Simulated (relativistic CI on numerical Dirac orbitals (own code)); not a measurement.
What each ingredient does to the levels of Cd XLIII

Base calculation: Dirac-Coulomb-Breit CI, orbitals from a KLI potential per configuration, QED by a radiative potential, unscaled Slater integrals.

CI space (outside the closed core 1s2): 2s2 2p2, 2s 2p3, 2p4, 2p3 3s, 2p3 3p, 2p3 3d, 2s2 2p 3s, 2s2 2p 3p, 2s2 2p 3d, 2s 2p2 3s, 2s 2p2 3p, 2s 2p2 3d, 2s2 2p 4s, 2s2 2p 4p, 2s2 2p 4d, 2s2 2p 4f. Levels of other configurations are missing.

The lowest level and the first level of each name with at least 55 % of one term (blank where a level has no safe partner in the second run):

```csv
Level,Base (eV),Shift (eV)
2s2 2p2 3P_0,0.00,0.00
2s2 2p2 3P_1,193.36,-0.40
2s2 2p2 1D_2,207.72,-0.40
2s2 2p2 3P_2,411.48,-0.73
2s2 2p2 1S_0,446.13,-0.69
2s 2p3 3D°_3,563.03,+3.30
2s 2p3 3P°_0,594.50,+3.31
2s 2p3 1D°_2,617.22,+3.31
2p4 3P_2,788.76,+7.34
2p4 1S_0,827.25,+7.31
2p4 3P_1,990.00,+7.02
2p4 1D_2,1005.59,+7.02
2p4 3P_0,1226.76,+6.61
2s2 2p 3s 3P°_0,3860.33,-1.21
2s2 2p 3s 3P°_1,3862.87,-1.22
2s2 2p 3p 3D_1,3908.82,-0.04
2s2 2p 3p 3P_0,3934.00,-0.02
2s2 2p 3p 3D_2,3980.19,-0.15
2s2 2p 3d 3F°_2,4021.04,-0.04
2s 2p2 3s 3P_0,4022.47,+2.84
2s2 2p 3s 3P°_2,4074.12,-1.46
2s2 2p 3s 1P°_1,4079.13,-1.48
```

At this charge energies of transitions that change n are usually good to better than 1 %, and those within a shell (Δn = 0) to a few per cent.

(1) One thing was changed in a second run, which moved the levels as shown. Which?
A. Breit term removed
B. QED terms removed
C. only the first 3 configurations
D. configuration mixing switched off

Results:

(1) B. QED terms removed. QED shifts follow the density of s (and p1/2) electrons at the nucleus, so configurations move by their count of such electrons; where none moves, the smaller shifts of p3/2 electrons and of j = l + 1/2 against j = l − 1/2 set the pattern.

LS names give the leading component of a level, which can be under half, so a name can repeat, a term be missing and a line seem to break the LS rules.
